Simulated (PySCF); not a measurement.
**As: ionisation energy**

As [Ar] 3d10 4s2 4p3 (4S) → As⁺ [Ar] 3d10 4s2 4p2 (3P), as a difference of total energies. All numbers are calculated (PySCF 2.14, the non-relativistic Hamiltonian (point nucleus), in pcseg-2 (6s5p3d1f, 43 functions)). Correlated levels: valence: [Ar] 3d10 frozen. The calculations carry no spin-orbit coupling.

```
           method  ionisation energy (eV)
              UHF                   9.453
             MN15                   9.993
           r2SCAN                  10.131
    MP2 (valence)                   9.925
SCS-MP2 (valence)                   9.781
   CCSD (valence)                   9.891
CCSD(T) (valence)                   9.922
```

**Question.** How much does correlation contribute at CCSD(T) (valence)?

**Answer.** 9.922 − (9.453) = 0.469 eV, measured against UHF.

These non-relativistic numbers lack the scalar-relativistic shift.

Errors of the correlated levels include the incompleteness of this basis and the frozen core.

For comparison: 10.008 eV (measured; NIST levels, between the centres of gravity of the two terms).
